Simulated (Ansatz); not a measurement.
```yaml
crystal:
  periodic: [false, false, false]
  atoms:
    - {symbol: C, position_ang: [-1.602793, 0.350699, -0.643035]}
    - {symbol: C, position_ang: [-0.415016, 0.123422, -0.114244]}
    - {symbol: C, position_ang: [0.806294, -0.689383, -0.463347]}
    - {symbol: Si, position_ang: [0.905491, 0.293457, 1.122324]}
    - {symbol: H, position_ang: [-1.909914, -0.110739, -1.579724]}
    - {symbol: H, position_ang: [-2.320689, 1.007091, -0.161782]}
    - {symbol: H, position_ang: [1.379656, -0.363358, -1.329706]}
    - {symbol: H, position_ang: [0.704595, -1.772359, -0.413619]}
    - {symbol: H, position_ang: [0.804779, -0.410659, 2.419609]}
    - {symbol: H, position_ang: [1.730697, 1.520630, 1.166525]}
basis:
  gaussian: {orbitals: cc-pVTZ, nuclear_model: gaussian}
hamiltonian: {xc: {name: TPSS}}
scf: {lower_state_search: light}
output: {forces: true}
```

```sh
$ ansatz run in.yaml --threads 2 --pin off --events-out ev --progress --plain --max-ram 4352MiB
```

It prints (some lines left out):

```
Error: YAML parse error: error: line 16 column 19: hamiltonian.xc: no functional is named "TPSS"; the names, which are not case-sensitive, are SVWN5, SPW92, PBE, PBE0, PBEsol, revPBE, revPBE0, RPBE, rPW86-PBE, HSE06, wPBEh, LC-wPBE, HISS, HF, BLYP, B3LYP, B3LYP5, BHLYP, CAM-B3LYP, r2SCAN, r2SCANh, r2SCAN0, r2SCAN50, m-r2SCAN, B97, wB97, wB97X, wB97X-V, B97M-V, wB97M-V, B2PLYP, B2GP-PLYP, PBE0-DH, PBE-QIDH
14 | basis:
15 |   gaussian: {orbitals: cc-pVTZ, nuclear_model: gaussian}
16 | hamiltonian: {xc: {name: TPSS}}
17 | scf: {lower_state_search: light}
18 | output: {forces: true}
```

(1) What is wrong with this run?

Results:

(1) The method's name isn't one that the program takes here. The program refused the input.

HSE06 is defined as in plane-wave codes.
